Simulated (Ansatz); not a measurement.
CH7FN3Nb, singlet, geometry from GFN2-xTB (such geometries of metal compounds can be far from the true shape) (core potentials on Nb). Base run: B3LYP/def2-SV(P) in Ansatz (a quantum-chemistry and plane-wave program).

Input for Ansatz:
Ansatz 0.2 input:
```yaml
crystal:
  periodic: [false, false, false]
  atoms:
    - {symbol: Nb, position_ang: [-0.15784722, 0.09029390, 0.26531268]}
    - {symbol: N, position_ang: [0.80800727, -0.49432567, -1.09655918]}
    - {symbol: C, position_ang: [1.67131531, -1.04679827, -2.06774546]}
    - {symbol: H, position_ang: [1.34897868, -0.76363955, -3.07638902]}
    - {symbol: H, position_ang: [2.69647913, -0.68563531, -1.91255176]}
    - {symbol: H, position_ang: [1.67415209, -2.14236731, -1.99362600]}
    - {symbol: F, position_ang: [0.42517029, -0.56858093, 1.94845894]}
    - {symbol: N, position_ang: [-1.97513030, -0.51118664, -0.21889167]}
    - {symbol: H, position_ang: [-2.77729967, -0.27823852, 0.37152640]}
    - {symbol: H, position_ang: [-2.31958734, -1.04568755, -1.01353813]}
    - {symbol: N, position_ang: [0.01578584, 2.04972426, 0.09398888]}
    - {symbol: H, position_ang: [0.53390688, 2.62606565, -0.56572682]}
    - {symbol: H, position_ang: [-0.47995758, 2.67598743, 0.73306189]}
basis:
  gaussian:
    orbitals: def2-SV_P_.json
hamiltonian:
  xc: b3lyp
```
The basis file holds def2-SV(P) in the JSON format of the Basis Set Exchange.

The base run was repeated with changes; each row names its change, and settings that it needs were set with it.

```json
[
 {"change": "base", "basis functions": "108", "E (Eh)": "-363.30026"},
 {"change": "basis = ANO-RCC-VDZP; relativity = none", "basis functions": "148", "E (Eh)": "-4008.68720"},
 {"change": "basis = x2c-SVPall; relativity = none", "basis functions": "158", "E (Eh)": "-4022.38578"},
 {"change": "basis = x2c-SVPall; relativity = spin-free X2C; nucleus = Gaussian", "basis functions": "158", "E (Eh)": "-4125.74862"},
 {"change": "basis = jorge-DZP-DKH; relativity = none", "basis functions": "158", "E (Eh)": "-4040.05315"},
 {"change": "basis = ANO-RCC-VDZP; relativity = spin-free X2C", "basis functions": "148", "E (Eh)": "-4126.40617"},
 {"change": "basis = ANO-RCC-VDZP; relativity = spin-free X2C; nucleus = Gaussian", "basis functions": "148", "E (Eh)": "-4126.35497"},
 {"change": "basis = jorge-DZP-DKH; relativity = spin-free X2C; nucleus = Gaussian", "basis functions": "158", "E (Eh)": "-4125.79952"},
 {"change": "basis = jorge-DZP-DKH; relativity = spin-free X2C", "basis functions": "158", "E (Eh)": "-4125.84451"},
 {"change": "basis = x2c-SVPall; relativity = spin-free X2C", "basis functions": "158", "E (Eh)": "-4125.78799"}
]
```

Absolute energies of different levels of theory aren't comparable as measures of quality.

Ansatz warned in this series: the basis is contracted for relativity, which the run leaves out.

Basis sets contracted for a relativistic Hamiltonian are a mismatch without it, so the rows without relativity aren't non-relativistic limits. No row has spin-orbit coupling; sets with core potentials leave out the core electrons.
